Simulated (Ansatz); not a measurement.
A run for Ansatz (a program for electronic structure): R-CCSD(T)/def2-SVP on C2H5FSn (SMILES C=[CH][SnH2][F]). Elements past Kr take the def2 small-core potentials; no spin–orbit coupling. The run froze 12 orbitals, filled d shells among them.

Ansatz 0.2 input:
```yaml
crystal:
  periodic: [false, false, false]
  atoms:
    - {symbol: C, position_ang: [-1.52949769, -0.05075695, 0.55511885]}
    - {symbol: C, position_ang: [-0.72780807, -0.34003824, -0.46347753]}
    - {symbol: Sn, position_ang: [1.35201112, 0.09985106, -0.36441810]}
    - {symbol: F, position_ang: [1.50332296, 0.89510681, 1.40537820]}
    - {symbol: H, position_ang: [-1.16156463, 0.41355356, 1.46314472]}
    - {symbol: H, position_ang: [-2.59287887, -0.26823803, 0.52098287]}
    - {symbol: H, position_ang: [-1.13068761, -0.80510295, -1.35786742]}
    - {symbol: H, position_ang: [1.89810752, 1.31473060, -1.43668209]}
    - {symbol: H, position_ang: [2.38899526, -1.25910587, -0.32217952]}
basis:
  gaussian:
    orbitals: def2-SVP
magnetization: {spin_polarized: false}
correlation: {method: ccsd_t, electrons: outside_noble_gas}
scf: {lower_state_search: off}
```

It printed:

```
WARN ansatz: RAYON_NUM_THREADS=1 ignored (pool sized by the plan → 1); use --threads N
Functional definition: HF
these checks for a lower state are left out or cut short: stability, starts, cluster_reference, orbital_swaps, neighbouring_geometries, increment
integrals: 0.11 GiB planned
1017 factors; integrals over basis functions are off by at most 1.2e-3 eV
mean field: 0.26 GiB planned
mean field evaluation 1: about -10643.7996 eV, gradient 3.6e1 eV
mean field evaluation 2: about -10643.9102 eV, gradient 3.6e1 eV
mean field evaluation 4: about -10646.9424 eV, gradient 3.0e0 eV
mean field evaluation 8: about -10646.9833 eV, gradient 1.6e-1 eV
mean field -10646.98348951 eV, -391.2694264548 hartree, gradient 2.4e-6 eV, S^2 0.000000; 0 other end points of the search recorded, 0 dependent functions left out
12 core orbitals not correlated, not the lowest: weight in the atoms' cores, before any rotation towards them, 0.844 or more for the frozen orbitals, at most 0.153 for the correlated occupied ones
reference -10646.98348951 eV, -391.2694264548 hartree; 12, 12 occupied and 69, 69 virtual orbitals, 1017 factors
second order -14.70820955 eV of doubles, -0.00000000 eV of singles
coupled cluster: 0.30 GiB planned
cycle   1  -15.23385636 eV  change   -5.3e-1 eV  update   1.0e-1
cycle   2  -15.66135365 eV  change   -4.3e-1 eV  update   3.3e-2
cycle   3  -15.79486874 eV  change   -1.3e-1 eV  update   1.8e-2
cycle   4  -15.79523540 eV  change   -3.7e-4 eV  update   4.5e-3
cycle   5  -15.79430571 eV  change    9.3e-4 eV  update   1.8e-3
cycle   6  -15.79478060 eV  change   -4.7e-4 eV  update   4.9e-4
cycle   7  -15.79479901 eV  change   -1.8e-5 eV  update   1.7e-4
cycle   8  -15.79477417 eV  change    2.5e-5 eV  update   5.0e-5
cycle   9  -15.79478137 eV  change   -7.2e-6 eV  update   2.0e-5
perturbative correction -0.43011690 eV, -0.0158065044 hartree
Total energy: -10663.20838777 eV, -391.8656804684 hartree
Checks for a lower state left out: stability, starts, cluster_reference, orbital_swaps, neighbouring_geometries, increment
```

The run converged.

Cost: around 7 core-seconds (rough).
